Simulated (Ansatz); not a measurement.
`C=CCCCCCCCCC[SeH]`. Total charge 0; singlet. Geometry PBE-D4/def2-SVP; atoms count from 1.

Cartesian coordinates in Å:
```
C -1.591 -6.002 -0.951
C -0.845 -5.003 -1.453
C -0.389 -3.791 -0.693
C -0.972 -2.476 -1.238
C -0.466 -1.230 -0.507
C -1.084 0.072 -1.028
C -0.626 1.343 -0.301
C 0.847 1.711 -0.525
C 1.262 3.065 0.068
C 1.230 3.125 1.601
C 1.659 4.487 2.140
Se 1.745 4.606 4.112
H -1.908 -6.004 0.105
H -1.911 -6.856 -1.570
H -0.548 -5.043 -2.519
H -0.654 -3.900 0.382
H 0.723 -3.726 -0.734
H -2.082 -2.522 -1.179
H -0.736 -2.387 -2.323
H -0.681 -1.327 0.582
H 0.643 -1.189 -0.589
H -0.863 0.172 -2.115
H -2.191 -0.007 -0.954
H -1.256 2.197 -0.636
H -0.829 1.228 0.787
H 1.507 0.917 -0.110
H 1.044 1.725 -1.620
H 2.289 3.314 -0.279
H 0.602 3.862 -0.346
H 0.208 2.896 1.972
H 1.890 2.336 2.023
H 2.691 4.739 1.818
H 1.000 5.299 1.772
H 0.291 4.366 4.306
```

Estimate the Mulliken populations of the heavy atoms from the PBE0/def2-TZVP orbitals of Ansatz.


```
atom  charge (e)
  C1       -0.29
  C2       -0.12
  C3       -0.13
  C4       -0.23
  C5       -0.24
  C6       -0.16
  C7       -0.19
  C8       -0.21
  C9       -0.17
 C10       -0.23
 C11       -0.25
Se12       -0.16
```
Mulliken values depend strongly on the basis.

And the Mayer bond orders between heavy atoms (over 0.3)?

C1–C2 1.98 (1.34 Å); C2–C3 0.99 (1.50 Å); C3–C4 1.00 (1.54 Å); C4–C5 1.02 (1.53 Å); C5–C6 1.02 (1.53 Å); C6–C7 1.01 (1.53 Å); C7–C8 1.02 (1.53 Å); C8–C9 1.01 (1.54 Å); C9–C10 0.99 (1.54 Å); C10–C11 0.99 (1.53 Å); C11–Se12 1.05 (1.98 Å).
